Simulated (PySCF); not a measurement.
H12Si6, charge -1, doublet, geometry from GFN2-xTB (a state made from the parent by changing its charge; the spin is typed, not shown lowest) (in this run its highest filled SCF level lies above zero, so its values depend strongly on the basis, on diffuse functions most of all); HF/STO-3G (PySCF).

The PySCF input:
```python
from pyscf import gto, scf

mol = gto.Mole()
mol.atom = '''
    Si   -1.215161    1.239996   -1.174633
    Si    0.804032    2.057720   -0.417154
    Si    2.428612    0.442596   -0.099462
    Si    1.191780   -1.270432    0.944054
    Si   -0.942276   -2.205826    0.591936
    Si   -2.216772   -0.315650    0.202439
    H    -0.969055    0.585389   -2.482244
    H    -2.145302    2.310072   -1.610545
    H     1.178944    3.245456   -1.219815
    H     0.507596    2.725982    0.875989
    H     2.697531   -0.105754   -1.469984
    H     3.722780    1.231290   -0.011339
    H     2.135641   -2.381795    1.288704
    H     1.004892   -0.673688    2.318735
    H    -1.933033   -3.212340    1.148717
    H    -0.817026   -2.867054   -0.749118
    H    -2.469054    0.387303    1.486525
    H    -3.616911   -0.522527   -0.236144
'''
mol.basis = 'sto-3g'
mol.charge = -1
mol.spin = 1
mol.verbose = 4
mol.build()

mf = scf.UHF(mol)
mf.kernel()
```

Task: Predict the main parts of the log of this PySCF run.

Result: 
```
PySCF version 2.14.0

[INPUT] verbose = 4
[INPUT] num. atoms = 18
[INPUT] num. electrons = 97
[INPUT] charge = -1
[INPUT] spin (= nelec alpha-beta = 2S) = 1
[INPUT] symmetry False subgroup None
[INPUT] Mole.unit = angstrom
[INPUT] Symbol           X                Y                Z      unit          X                Y                Z       unit  Magmom
[INPUT]  1 Si    -1.215161000000   1.239996000000  -1.174633000000 AA   -2.296321487253   2.343252835556  -2.219734666876 Bohr   0.0
[INPUT]  2 Si     0.804032000000   2.057720000000  -0.417154000000 AA    1.519400275386   3.888527241040  -0.788306811767 Bohr   0.0
[INPUT]  3 Si     2.428612000000   0.442596000000  -0.099462000000 AA    4.589411542832   0.836385223828  -0.187955939801 Bohr   0.0
[INPUT]  4 Si     1.191780000000  -1.270432000000   0.944054000000 AA    2.252137800734  -2.400768539883   1.784003506800 Bohr   0.0
[INPUT]  5 Si    -0.942276000000  -2.205826000000   0.591936000000 AA   -1.780643573751  -4.168407018445   1.118596923271 Bohr   0.0
[INPUT]  6 Si    -2.216772000000  -0.315650000000   0.202439000000 AA   -4.189091960604  -0.596492051219   0.382554266931 Bohr   0.0
[INPUT]  7 H     -0.969055000000   0.585389000000  -2.482244000000 AA   -1.831248549640   1.106224886333  -4.690761334345 Bohr   0.0
[INPUT]  8 H     -2.145302000000   2.310072000000  -1.610545000000 AA   -4.054033234482   4.365403408026  -3.043488961288 Bohr   0.0
[INPUT]  9 H      1.178944000000   3.245456000000  -1.219815000000 AA    2.227881276199   6.133022989326  -2.305116272636 Bohr   0.0
[INPUT] 10 H      0.507596000000   2.725982000000   0.875989000000 AA    0.959217421925   5.151359400494   1.655379298132 Bohr   0.0
[INPUT] 11 H      2.697531000000  -0.105754000000  -1.469984000000 AA    5.097594802524  -0.199846096577  -2.777867167493 Bohr   0.0
[INPUT] 12 H      3.722780000000   1.231290000000  -0.011339000000 AA    7.035034622008   2.326800879916  -0.021427604526 Bohr   0.0
[INPUT] 13 H      2.135641000000  -2.381795000000   1.288704000000 AA    4.035776590392  -4.500940234858   2.435297615631 Bohr   0.0
[INPUT] 14 H      1.004892000000  -0.673688000000   2.318735000000 AA    1.898970664766  -1.273085813406   4.381774105443 Bohr   0.0
[INPUT] 15 H     -1.933033000000  -3.212340000000   1.148717000000 AA   -3.652902959746  -6.070442818985   2.170760524632 Bohr   0.0
[INPUT] 16 H     -0.817026000000  -2.867054000000  -0.749118000000 AA   -1.543955376649  -5.417946844339  -1.415627854982 Bohr   0.0
[INPUT] 17 H     -2.469054000000   0.387303000000   1.486525000000 AA   -4.665835846762   0.731896597222   2.809125127319 Bohr   0.0
[INPUT] 18 H     -3.616911000000  -0.522527000000  -0.236144000000 AA   -6.834971206927  -0.987432922691  -0.446247485959 Bohr   0.0

nuclear repulsion = 677.569511889625
number of shells = 42
number of NR pGTOs = 198
number of NR cGTOs = 66
basis = sto-3g
ecp = {}

******** <class 'pyscf.scf.uhf.UHF'> ********
method = UHF
initial guess = minao
damping factor = 0
level_shift factor = 0
DIIS = <class 'pyscf.scf.diis.CDIIS'>
diis_start_cycle = 1
diis_space = 8
diis_damp = 0
SCF conv_tol = 1e-09
SCF conv_tol_grad = None
SCF max_cycles = 50
direct_scf = True
direct_scf_tol = 1e-13
number electrons alpha = 49  beta = 48
Set gradient conv threshold to 3.16228e-05
init E= -1719.36928509398

cycle= 1 E= -1720.425807174  delta_E= -1.06  |g|= 0.177  |ddm|= 3.42
cycle= 2 E= -1720.4641791561  delta_E= -0.0384  |g|= 0.0498  |ddm|= 0.43
cycle= 3 E= -1720.46821549338  delta_E= -0.00404  |g|= 0.0166  |ddm|= 0.181
cycle= 4 E= -1720.46880550125  delta_E= -0.00059  |g|= 0.00528  |ddm|= 0.0777
cycle= 5 E= -1720.46888183919  delta_E= -7.63e-05  |g|= 0.00208  |ddm|= 0.0308
cycle= 6 E= -1720.46889374375  delta_E= -1.19e-05  |g|= 0.000997  |ddm|= 0.00991
cycle= 7 E= -1720.46889696885  delta_E= -3.23e-06  |g|= 0.000244  |ddm|= 0.00633
cycle= 8 E= -1720.46889713554  delta_E= -1.67e-07  |g|= 8.51e-05  |ddm|= 0.00126
cycle= 9 E= -1720.46889715626  delta_E= -2.07e-08  |g|= 3.53e-05  |ddm|= 0.000416
cycle= 10 E= -1720.46889716021  delta_E= -3.95e-09  |g|= 1.17e-05  |ddm|= 0.000205
cycle= 11 E= -1720.46889716061  delta_E= -4e-10  |g|= 4.46e-06  |ddm|= 5.95e-05
Extra cycle  E= -1720.46889716065  delta_E= -3.91e-11  |g|= 2.87e-06  |ddm|= 1.26e-05
converged SCF energy = -1720.46889716065  <S^2> = 0.78210041  2S+1 = 2.0318469
```
